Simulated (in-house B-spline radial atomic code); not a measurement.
# RPA and G0W0 on PBE: Sr⁺

Configuration [Kr] 5s1, highest spin, mean-field start PBE. Computed with an all-electron radial atomic-structure program (B-spline basis): all electrons, non-relativistic, point nucleus, each spin shell either full or empty, empty states to l = 9 with an (l + 1/2)⁻⁴ tail; G0W0 by contour deformation at full frequency.

Without relativity these are model numbers: it shifts the levels of so heavy an element strongly and can reorder them.

Command:
```bash
python run_gw.py task.json out
```
Settings (radii: box in bohr, nucleus in fm):
```
Z                        38
electrons                37
configuration            [Kr] 5s1
hamiltonian              nr
method                   pbe,pbe
lmax                     9
spin_polarised           True
box_radius               23.78
intervals                54
ion_configuration        [Ar] 3d10 4s2 4p6
```

Cost of the run: 4.7 s on 1 thread of Intel(R) Xeon(R) Platinum 8375C CPU @ 2.90GHz (Ice Lake), with other jobs on the host.

Energies (hartree):

```json
{"term": "mean-field total", "value": "-3132.74219"}
{"term": "Hartree-Fock functional on these orbitals", "value": "-3131.34922"}
{"term": "direct second order", "value": "-3.1129"}
{"term": "second-order exchange", "value": "0.90384"}
{"term": "SOSEX correction", "value": "0.82662"}
```

Problem. What is the RPA correlation energy, and what remains with SOSEX?

Solution. RPA gives -2.6992 hartree (-1.99 eV per electron); RPA + SOSEX gives -1.8726, and the second-order doubles -2.2091 hartree (no singles). RPA lacks exchange-type terms and so overcorrelates at short range.

Quasi-particle levels (eV):

| level | occupied | mean field | Σx - vxc | Σc | QP weight | G0W0 |
| --- | --- | --- | --- | --- | --- | --- |
| 5s up | yes | -8.549 | -1.74 | ? | ? | ? |

G0W0 = mean field + (Σx - vxc) + Σc, with Σc (partial-wave tail included) taken at the quasi-particle energy. Only the outer levels were computed. Levels of low weight are left out.

Problem. Where does G0W0 put 5s up?

Solution. At -11.333 eV, with Σc = -1.05 eV and a quasi-particle weight of 0.885. The tabulated removal energy is 11.030 eV (NIST, measured); the calculation leaves out relativity, Breit and QED terms, and what these don't explain is the method's own error.

Problem. What does it cost to remove one electron (to [Ar] 3d10 4s2 4p6) by differences of total energies, each species on its own start (correlation terms add to the Hartree-Fock functional)?

Solution. PBE 11.020 eV, Hartree-Fock functional 10.256 eV, + RPA 11.414 eV, + RPA + SOSEX 10.789 eV, + second order 11.254 eV. Tabulated: 11.030 eV (NIST, measured); the calculation leaves out relativity, Breit and QED terms, and what these don't explain is the method's own error.
